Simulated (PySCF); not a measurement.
## Working out the ionisation energy of N⁺

N⁺ [He] 2s2 2p2 (3P) → N²⁺ [He] 2s2 2p1 (2P). Computed with PySCF 2.14 in aug-cc-pVQZ (6s5p4d3f2g, 80 functions), with no relativity, point nucleus. Frozen: 1s2. Energies in hartree (1 hartree = 27.21139 eV):

```tsv
part	N⁺ (lower)	N²⁺ (upper)
UHF	-53.893227	-52.819948
MP2 opposite-spin	-0.063984	-0.057047
MP2 same-spin	-0.013990	-0.004034
```

Q: What does Hartree-Fock give?

A: (-52.819948) − (-53.893227) = 1.073279 hartree = 29.205 eV.

Q: What do MP2 and SCS-MP2 (6/5 opposite-spin, 1/3 same-spin) give?

A: The opposite-spin parts differ by 0.189 eV and the same-spin parts by 0.271 eV. MP2: 29.205 + (0.189) + (0.271) = 29.665 eV. SCS-MP2: 29.205 + 1.2 × (0.189) + (0.271)/3 = 29.522 eV.

A first-order spin-orbit estimate adds -0.003 eV to MP2 (valence), giving 29.662 eV against 29.601 eV (semi-empirical (NIST evaluation); NIST Atomic Spectra Database, ionization energies).

What remains against the reference includes basis incompleteness, the frozen core and correlation beyond second order.
